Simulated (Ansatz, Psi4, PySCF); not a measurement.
Cl4Ti (SMILES [Cl][Ti]([Cl])([Cl])[Cl]), singlet, geometry from GFN2-xTB (such geometries of metal compounds can be far from the true shape). Base run: PBE/STO-3G run with PySCF.

Geometry (Å):
```xyz
5

Ti     0.0000     0.0000     0.0000
Cl     1.6860    -0.5325    -1.1536
Cl     0.6127     0.4765     1.9633
Cl    -0.9459     1.6758    -0.8682
Cl    -1.3528    -1.6198     0.0586
```
Charge 0, spin multiplicity 1.
All else is at PySCF's defaults.

The same geometry, method and basis name were run in Ansatz (a quantum-chemistry and plane-wave program) and Psi4 and PySCF, at each program's defaults and at the settings that a row names. The base is PySCF at its defaults. Differences at the defaults can come from grids, fitting, cores and function types together.

| code and settings | ΔE vs base (mEh) | basis functions | E (Eh) | SCF cycles |
|---|---|---|---|---|
| PySCF, defaults (exact integrals, its default grid, spherical functions) | 0.000 | 54 | -2660.82768 | 6 |
| Psi4, defaults (density fitting with its default set, its default grid, spherical functions) | -4.411 | 54 | -2660.83209 | 7 |
| Ansatz, defaults (factorised integrals, its default grid, spherical functions) | -0.004 | 54 | -2660.82769 | - |
| PySCF, density fitting with def2-universal-jkfit | -4.397 | 54 | -2660.83208 | 6 |
| PySCF, fine grid | 0.005 | 54 | -2660.82768 | 6 |
| Psi4, exact integrals, spherical functions, fine grid | 0.003 | 54 | -2660.82768 | 8 |
| Ansatz, high accuracy | 0.003 | 54 | -2660.82768 | - |
